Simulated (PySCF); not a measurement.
A side-by-side comparison of computed properties.

First species: C2H7FOSi2.
SMILES: `C=C[SiH2]O[SiH2]F`

Second species: C6H6ClOP.
Numbering: `[CH3:1][O:2][c:3]1[cH:4][c:5]([Cl:6])[cH:7][cH:8][p:9]1` (hydrogens: H10, H11, H12 on C1; H13 on C4; H14 on C7; H15 on C8)

Levels: B3LYP/def2-SVPD for dipole moment, HOMO energy, LUMO energy, HOMO–LUMO gap, static isotropic polarisability and electronic spatial extent ⟨r²⟩ about the centre of nuclear charge; TDDFT B3LYP/def2-SVPD for lowest singlet excitation; TDA B3LYP/def2-SVPD for lowest triplet excitation (Tamm–Dancoff); GFN2-xTB for rotational constant A and rotational constant C. Geometries: GFN2-xTB. Each species is one conformer at its optimised geometry, gas phase, non-relativistic unless stated; the electronic structure was computed with PySCF and density fitting.

Dipoles, sizes and rotational constants follow the conformer. The torsions of the flexible species, by atom-mapped SMILES:
- `[CH2:1]=[CH:2][SiH2:3][O:4][SiH2:5][F:6]`: C1–C2–Si3–O4 -161°, C2–Si3–O4–Si5 -32°, Si3–O4–Si5–F6 -9°
- `[CH3:1][O:2][c:3]1[cH:4][c:5]([Cl:6])[cH:7][cH:8][p:9]1`: C1–O2–C3–C4 180°

(1) Which of the two has the higher LUMO energy, and by how much?

(2) Which has the higher HOMO–LUMO gap?

(3) Which has the higher rotational constant A?

(4) Which of the two has the higher S1 energy, and by how much?

(5) Which of the two has the higher rotational constant C, and by how much?

(6) Which of the two has the higher ⟨r²⟩, and by how much?

(7) Which of the two has the higher HOMO energy, and by how much?

(8) Which of the two has the higher static isotropic polarisability, and by how much?

Answers

(1) The first: -0.86 eV against -1.73 eV, a difference of 0.87 eV.

(2) The first: 7.01 eV against 4.84 eV, a difference of 2.17 eV.

(3) The first: 4.617 GHz against 2.326 GHz, a difference of 2.291 GHz.

(4) The first: 6.38 eV against 4.32 eV, a difference of 2.06 eV.

(5) The first: 0.950 GHz against 0.570 GHz, a difference of 0.380 GHz.

(6) The second: 1829 bohr² against 1196 bohr², a difference of 633 bohr².

(7) The second: -6.57 eV against -7.87 eV, a difference of 1.30 eV.

(8) The second: 116.9 au against 76.9 au, a difference of 40.0 au.

On the first: A dipole of 1.24 D is allowed in C1, and pure rotational transitions are dipole-allowed. The dipole equals about 4.2 × 10⁻³⁰ C·m (1 D = 3.33564 × 10⁻³⁰ C·m).

On the second: The principal polarisabilities are 70.0, 120.2 and 160.5 au; their mean is the isotropic value.
